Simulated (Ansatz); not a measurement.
**Setting up SiHBr in Ansatz**

SiHBr has 3 atoms, charge 0, and is taken as a singlet.

```jsonl
{"atom": "Si", "x (Å)": "0.8263", "y (Å)": "1.2260", "z (Å)": "1.5512"}
{"atom": "Br", "x (Å)": "1.9559", "y (Å)": "0.5810", "z (Å)": "-0.3195"}
{"atom": "H", "x (Å)": "-0.2615", "y (Å)": "0.2402", "z (Å)": "1.3565"}
```

Settings wanted:

- basis set: 6-31G*
- core potential: none
- integral approximation: automatic
- task: energy
- method: DFT
- functional: B3LYP
- reference: RKS
- accuracy: medium
- d and f functions: Cartesian

**Question.** Give an Ansatz 0.2.0 job that does this.

**Answer.** This one ran through:

molecule.yaml:
```yaml
crystal:
  periodic: [false, false, false]
  atoms:
    - {symbol: Si, position_ang: [0.826320, 1.226030, 1.551180]}
    - {symbol: Br, position_ang: [1.955890, 0.580970, -0.319450]}
    - {symbol: H, position_ang: [-0.261480, 0.240200, 1.356550]}
basis:
  gaussian: {orbitals: "6-31G*"}
magnetization: {spin_polarized: false, initial_magnetization: 0}
hamiltonian: {xc: {name: B3LYP}}
```

```bash
$ ansatz run molecule.yaml --threads 1 --pin off --max-ram 2610MiB --events-out events.jsonl --progress --plain --runs-dir runs
```

Calculated total energy: -2863.96525 Eh.
